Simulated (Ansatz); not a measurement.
System: ZnCl$_{2}$ (charge 0, singlet). SMILES: [Cl][Zn][Cl]
Geometry: optimised at B3LYP-D3(BJ)/def2-TZVP (Ansatz, a first-principles code).

Quantity: vertical electron affinity (to the doublet state of charge -1; a negative value means that the extra electron is unbound and the number depends on the basis; each state is the SCF solution reached for its spin), in eV. Correlated levels leave the core frozen unless marked. UHF or UKS for open shells. Spin-orbit coupling is left out. Frozen are the shells of the preceding noble gas and the d and f shells that filled before the atom's block. No relativistic terms. Anions need diffuse functions: def2-D sets add few. 

```tsv
level	program	vertical electron affinity (eV)
SVWN5/def2-TZVPD	Ansatz	0.48
PBE/def2-TZVPD	Ansatz	0.25
r2SCAN/def2-TZVPD	Ansatz	0.14
B3LYP/def2-TZVPD	Ansatz	0.25
PBE0/def2-TZVPD	Ansatz	0.12
BHLYP/def2-TZVPD	Ansatz	-0.03
CAM-B3LYP/def2-TZVPD	Ansatz	0.15
wB97M-V/def2-TZVPD	Ansatz	-0.05
wB97X-V/def2-TZVPD	Ansatz	-0.12
wB97X/def2-TZVPD	Ansatz	-0.08
CCSD/def2-SVPD	Ansatz	-0.06
CCSD(T)/def2-SVPD	Ansatz	-0.01
```
